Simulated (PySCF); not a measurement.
C5H8O, SMILES C=CCCC=O (GFN2-xTB optimised geometry):

```
14

C     -0.255    -1.068     3.140
C      0.425    -0.239     2.372
C      0.833    -0.530     0.961
C      0.273     0.525     0.000
C     -1.228     0.525     0.000
O     -1.924     1.499     0.000
H     -0.562    -2.041     2.792
H     -0.529    -0.816     4.149
H      0.722     0.733     2.745
H      1.924    -0.522     0.891
H      0.480    -1.522     0.669
H      0.636     1.522     0.255
H      0.594     0.293    -1.020
H     -1.669    -0.493    -0.010
```

Method: PBE/def2-TZVP (PySCF).

### Question
What are the frontier orbital energies and the dipole moment?

### Answer
HOMO-2 -8.33 eV, HOMO-1 -6.67 eV, HOMO -5.74 eV, LUMO -1.85 eV, LUMO+1 -0.95 eV; dipole moment 2.76 D.

Meta-Löwdin charges at PBE/def2-TZVP: C1 -0.27, C2 -0.10, C3 -0.21, C4 -0.25, C5 0.27, O6 -0.36, H7 0.12, H8 0.13, H9 0.12, H10 0.13, H11 0.11, H12 0.13, H13 0.14, H14 0.06.
